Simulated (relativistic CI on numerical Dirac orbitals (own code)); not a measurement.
**Hf⁴⁺: L2,3 absorption edge**

Computed with this model: Dirac-Coulomb-Breit CI, KLI orbitals optimised for each configuration, a model potential for QED, valence Slater integrals scaled by 0.8, multiplet model of core-to-valence dipole absorption; configurations [Xe] 4f14 → [He] 2s2 2p5 3s2 3p6 3d10 4s2 4p6 4d10 4f14 5s2 5p6 5d; 80 K; Lorentzian 5 eV and Gaussian 1 eV FWHM. Energies are those of the free ion, without screening or charge transfer. The branching ratio is the share of the lower-energy edge in the whole absorption, uncertain by about 0.02 where the edges overlap. S is read from ⟨S²⟩ = S(S + 1).

Field parameters in Wybourne normalisation: D4h B²₀ = −7Ds, B⁴₀ = 21(Dq − Dt), B⁴₄ = 21√(5/14) Dq; Oh B⁴₀ = 21Dq, B⁴₄ = √(5/14) B⁴₀. The field is a parameter set, without covalency.

free ion: ground-state S = 0.00, centroid 9909.76 eV, branching ratio 0.706. Peaks (eV, height): 9563.0 (100), 10741.5 (42).

Oh, 10Dq = 34600 cm⁻¹: ground-state S = 0.00, centroid 9909.76 eV, branching ratio 0.706. Peaks (eV, height): 9561.5 (100), 9564.5 (96), 10740.0 (48).

D4h, 10Dq = 26550, Ds = 2350, Dt = -330 cm⁻¹: ground-state S = 0.00, centroid 9909.76 eV, branching ratio 0.706. Peaks (eV, height): 9563.0 (100), 10740.5 (46).

The statistical ratio of this edge is 2/3 = 0.667. Values above it arise where the holes sit mainly in the j = l + 1/2 valence subshell or the ground state has high spin; values below it where core-valence Coulomb terms move weight to the upper edge, as in nearly empty shells. At deep edges of heavy elements the radial integrals of the two core levels differ, which raises the baseline.

Strongest unbroadened transitions for D4h, 10Dq = 26550, Ds = 2350, Dt = -330 cm⁻¹:

```
Energy (eV)  Relative strength
    9560.33                7.3
    9560.35               16.6
    9560.66               31.3
    9560.79               54.7
    9561.59                5.3
    9561.77               84.9
    9563.91                3.4
    9564.04               23.7
    9564.14               65.9
    9564.91                4.5
    9565.07              100.0
   10739.73               11.0
   10739.85               37.6
   10740.04               34.9
   10741.06               28.9
   10743.36                8.2
   10743.41               18.0
   10744.36               28.1
```
